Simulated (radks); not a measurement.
Task: Species: Gd II. Configuration: [Xe] 4f7 5d1 6s1. Calculated with a radial shooting solver on a logarithmic mesh with Libxc functionals: scalar-relativistic Kohn-Sham, PBE, spin-polarised, spherical densities, finite nucleus; open shells are filled with parallel spins first (spin-orbit coupling, left out, can overturn this in heavy ions); Fermi nuclear charge, rms radius 5.1569 fm; hard spherical wall at 7 bohr. Some entries of the table are withheld. Estimate them.

| orbital | occ. | eigenvalue (hartree) | r(max) (bohr) |
|---|---|---|---|
| 1s up | 1 | -1841.143 | 0.01392 |
| 1s down | 1 | -1841.142 | 0.01392 |
| 2s up | 1 | -304.1555 | 0.07901 |
| 2s down | 1 | -304.1523 | 0.07901 |
| 2p up | 3 | -270.7093 | 0.06395 |
| 2p down | 3 | -270.7070 | 0.06395 |
| 3s up | 1 | -67.60895 | 0.2243 |
| 3s down | 1 | -67.51229 | 0.2242 |
| 3p up | 3 | -57.24468 | 0.2201 |
| 3p down | 3 | -57.14841 | 0.2200 |
| 3d up | 5 | -43.54654 | 0.1801 |
| 3d down | 5 | -43.47229 | 0.1800 |
| 4s up | 1 | -13.85963 | 0.5157 |
| 4s down | 1 | -13.63317 | 0.5155 |
| 4p up | 3 | -10.44302 | 0.5382 |
| 4p down | 3 | -10.21811 | 0.5380 |
| 4d up | 5 | -5.71492 | 0.5591 |
| 4d down | 5 | -5.49186 | 0.5588 |
| 5s up | 1 | -2.08867 | 1.192 |
| 5s down | 1 | -1.95913 | 1.205 |
| 5p up | 3 | -1.25510 | 1.349 |
| 5p down | 3 | -1.15018 | 1.369 |
| 4f up | 7 | -0.60229 | 0.5666 |
| 4f down | 0 | -0.40029 | 0.5693 |
| 6s up | 1 | (1) | 3.146 |
| 5d up | 1 | -0.31969 | 1.914 |
| 6s down | 0 | (2) | 3.184 |
| 5d down | 0 | -0.24848 | 1.956 |
| 6p up | 0 | (3) | (4) |
| 6p down | 0 | (5) | (6) |
| 5f up | 0 | 0.10901 | 4.341 |
| 7s up | 0 | 0.14730 | 5.254 |
| 5f down | 0 | 0.17447 | 4.319 |
| 7s down | 0 | 0.22080 | 5.262 |

Result: 
(1) 6s up eigenvalue (hartree): -0.34386
(2) 6s down eigenvalue (hartree): -0.27726
(3) 6p up eigenvalue (hartree): -0.18405
(4) 6p up r(max) (bohr): 3.756
(5) 6p down eigenvalue (hartree): -0.11761
(6) 6p down r(max) (bohr): 3.764
